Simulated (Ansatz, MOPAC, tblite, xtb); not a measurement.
Potential energy curve for SeLi (cation, charge +1), lowest singlet found (which spin is the ground state isn't settled by this scan). Each curve is given relative to its own lowest point between 2.26 and 3.36 Å, where full CI is lowest.

| R / Å | A | B | C | D |
|---|---|---|---|---|
| 1.77 | 48.2 | 104.5 | 55.2 | 65.6 |
| 1.92 | 18.5 | 62.3 | 25.6 | 35.8 |
| 2.07 | 6.0 | 35.5 | 11.0 | 18.3 |
| 2.15 | 2.8 | 25.7 | 6.6 | 12.2 |
| 2.26 | 0.6 | 15.9 | 3.0 | 6.5 |
| 2.37 | 0.0 | 9.2 | 1.1 | 3.0 |
| 2.41 | 0.0 | 7.5 | 0.7 | 2.1 |
| 2.49 | 0.3 | 4.7 | 0.2 | 0.9 |
| 2.58 | 0.9 | 2.5 | 0.0 | 0.2 |
| 2.69 | 2.0 | 0.9 | 0.0 | 0.0 |
| 2.79 | 3.2 | 0.2 | 0.2 | 0.3 |
| 2.97 | 5.8 | 0.0 | 0.6 | 1.6 |
| 3.11 | 8.0 | 0.3 | 0.9 | 2.9 |
| 3.36 | 11.8 | 1.3 | 2.0 | 5.5 |
| 3.63 | 15.5 | 2.4 | 3.6 | 8.0 |
| 3.94 | 19.3 | 3.4 | 5.4 | 10.4 |
| 4.42 | 24.5 | 4.3 | 7.9 | 13.0 |
| 4.86 | 28.2 | 4.9 | 9.6 | 14.5 |
| 5.49 | 31.6 | 5.3 | — | 15.8 |
| 6.25 | — | 5.7 | — | 16.6 |
| 7.24 | — | 5.9 | — | 17.1 |
| 8.49 | — | 6.1 | — | 17.5 |

Energies in kcal/mol.

Problem. Match the curves with the methods GFN1-xTB in xtb 6.7.1; GFN2-xTB, 300 K electronic temperature (tblite); PM6, restricted, heats of formation run with MOPAC 23.2.5; CCSD on RHF/aug-cc-pVDZ, cores with 3d frozen (Ansatz, a program for electronic structure).

Solution. A is GFN1-xTB; B is PM6; C is GFN2-xTB; D is RCCSD.

A dash means that the run gave no value there, or that the column was ended at a point which the program doubted or which failed a test of continuity chosen for this set; such a test can also cut sound points.

The restricted form behind PM6 keeps the bonding electrons paired and can't separate into open-shell fragments.
